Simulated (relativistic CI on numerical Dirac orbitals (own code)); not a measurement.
**d1 to d9 in one octahedral field**

Computed with a parametric ligand-field model without spin-orbit coupling, by exact diagonalisation: B = 770, C = 3530, 10Dq = 28200 cm⁻¹ (Oh; |10Dq|/B = 36.6) for every shell. Energies in cm⁻¹; the field energy is (0.6 n_e − 0.4 n_t2) × 10Dq of the ground term; g labels are left out.

```
Shell  Ground term  Electrons in e  Field energy  First spin-allowed bands  Lowest term of other spin
   d1          2T2           0.000        -11280                  2E 28200                           
   d2          3T1           0.016        -22096      3T2 26487, 3T1 36325                  1T2 12020
   d3          4A2           0.000        -33840      4T2 28200, 4T1 36480                   2E 16497
   d4          3T1           0.027        -44353       3E 25035, 3T1 25948                    5E 7002
   d5          2T2           0.049        -55020      2A2 24072, 2T1 24331                  6A1 11674
   d6          1A1           0.038        -66609      1T1 25835, 1T2 36187                  3T1 18322
   d7           2E           1.027        -50000      2T1 25641, 2T2 26469                  4T1 11469
   d8          3A2           2.000        -33840      3T2 28200, 3T1 36480                   1E 13096
   d9           2E           3.000        -16920                 2T2 28200
```

Low spin: d4, d5, d6, d7; the other shells keep the spin of the free ion. Only d4 to d7 can choose; the field needed to pair spins is smallest for d6 and largest for d5, which loses most exchange energy. In the strong-field picture 10Dq must exceed about 6B + 5C = 22270 (d4), 7.5B + 5C = 23425 (d5), 2.5B + 4C = 16045 (d6) and 4B + 4C = 17200 (d7); mixing of terms shifts these bounds somewhat.
